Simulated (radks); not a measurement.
Results of a calculation; reference values are marked as such.
Charge is removed step by step from the 1s1/2 level of Er+, starting from [Xe] 4f12 6s1. Code: a radial shooting solver on a logarithmic mesh with Libxc functionals. Model: Dirac Kohn-Sham, PBEsol, spin-unpolarised, spherical densities, point nucleus; open shells are shared between the two j in proportion to 2j + 1.

removed (e)  E - E(0) (eV)  eigenvalue (eV)  E minus straight line (eV)
0                    0.000           -57293                       0.000
0.25               14354.2           -57541                     -92.411
0.5                  28770           -57788                    -122.976
0.75                 43248           -58033                     -92.020
1                    57787           -58276                       0.000

Removing the whole electron costs 57787 eV by Delta-SCF, against 57293 eV from minus the eigenvalue at the starting occupation. Slater's transition state (half an electron removed) gives 57788 eV. Integrating minus the eigenvalue over the occupation (Janak's theorem) gives 57787 eV. The mean slope of the eigenvalue, de/dn, is 983 eV per electron.
